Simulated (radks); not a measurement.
Species: Ag. Configuration: [Kr] 4d10 5s0.75 5p0.25 (fractional occupations, a model configuration). All-electron calculation, Dirac Kohn-Sham, PBE, spin-unpolarised, spherical densities, point nucleus; open shells are shared between the two j in proportion to 2j + 1. Program: a radial shooting solver on a logarithmic mesh with Libxc functionals.

X-ray form factor f0, the Fourier transform of the density (f0(0) = 47):

| sin(theta)/lambda (1/angstrom) | f0 (electrons) |
|---|---|
| 0.05 | 46.089 |
| 0.1 | 43.896 |
| 0.15 | 41.091 |
| 0.2 | 38.091 |
| 0.25 | 35.145 |
| 0.3 | 32.397 |
| 0.4 | 27.735 |
| 0.5 | 24.220 |
| 0.6 | 21.631 |
| 0.8 | 18.056 |
| 1 | 15.295 |
| 1.25 | 12.222 |
| 1.5 | 9.692 |
| 2 | 6.663 |
